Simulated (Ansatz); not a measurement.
```yaml
crystal:
  periodic: [false, false, false]
  atoms:
    - {symbol: Si, position_ang: [-1.508809, 0.158475, -0.769531]}
    - {symbol: N, position_ang: [0.092281, -0.417590, -0.401939]}
    - {symbol: B, position_ang: [0.920608, 0.049230, 0.632196]}
    - {symbol: S, position_ang: [2.568357, -0.666176, 0.872667]}
    - {symbol: H, position_ang: [-2.495718, -0.950065, -0.679404]}
    - {symbol: H, position_ang: [-1.836207, 1.217506, 0.211748]}
    - {symbol: H, position_ang: [-1.564697, 0.703185, -2.152021]}
    - {symbol: H, position_ang: [0.454767, -1.155767, -0.991185]}
    - {symbol: H, position_ang: [0.541381, 0.919325, 1.356462]}
    - {symbol: H, position_ang: [2.911236, 0.090676, 1.923907]}
basis:
  gaussian: {orbitals: ANO-RCC-VTZP}
magnetization: {spin_polarized: true, initial_magnetization: 2}
hamiltonian: {xc: {name: HSE06}, dispersion: d3bjatm}
output: {forces: true}
```

```sh
$ ansatz run in.yaml --threads 2 --pin off --events-out ev --progress --plain --max-ram 4352MiB
```

Output, abridged:

```
Functional definition: HSE06
1580 factors; their error is unknown
125 factors; integrals over basis functions are off by at most 3.2e-6 eV
mean field evaluation 1: about -21002.6222 eV, gradient 4.6e1 eV
mean field evaluation 2: about -20954.3796 eV, gradient 9.6e1 eV
mean field evaluation 4: about -21010.7806 eV, gradient 1.6e1 eV
mean field evaluation 8: about -21012.4184 eV, gradient 2.0e-1 eV
mean field evaluation 16: about -21012.5775 eV, gradient 4.7e-4 eV
mean field -21012.57752814 eV, -772.1979813227 hartree, gradient 8.2e-7 eV, S^2 2.010625; 7 other end points of the search recorded, 0 dependent functions left out
reference -21012.57762323 eV, -772.1979848170 hartree; 25, 23 occupied and 187, 189 virtual orbitals, 1580 factors
Total energy: -21012.72819816 eV, -772.2035183437 hartree
Relativity: scalar
Atom 0 at    -1.508809     0.158475    -0.769531 Å, force    -0.029791     0.182009     0.185586 eV/Å
Atom 1 at     0.092281    -0.417590    -0.401939 Å, force    -1.455494    -1.610870    -2.687646 eV/Å
Atom 2 at     0.920608     0.049230     0.632196 Å, force     0.453144     2.264081     2.783204 eV/Å
Atom 3 at     2.568357    -0.666176     0.872667 Å, force     0.873495    -0.645579    -0.165516 eV/Å
Atom 4 at    -2.495718    -0.950065    -0.679404 Å, force     0.020926    -0.076860    -0.012082 eV/Å
Atom 5 at    -1.836207     1.217506     0.211748 Å, force    -0.002890    -0.043048    -0.048941 eV/Å
Atom 6 at    -1.564697     0.703185    -2.152021 Å, force     0.050097    -0.022403    -0.058065 eV/Å
Atom 7 at     0.454767    -1.155767    -0.991185 Å, force    -0.125304    -0.035011    -0.115633 eV/Å
Atom 8 at     0.541381     0.919325     1.356462 Å, force     0.177182    -0.046167     0.059567 eV/Å
Atom 9 at     2.911236     0.090676     1.923907 Å, force     0.038637     0.033848     0.059525 eV/Å
Dipole moment:     0.155563    -0.257137    -0.186537 e Å
```

It took 84 s on 2 threads of an Arm Neoverse V1 on a shared host, with 1.4 GiB of host memory at the peak.
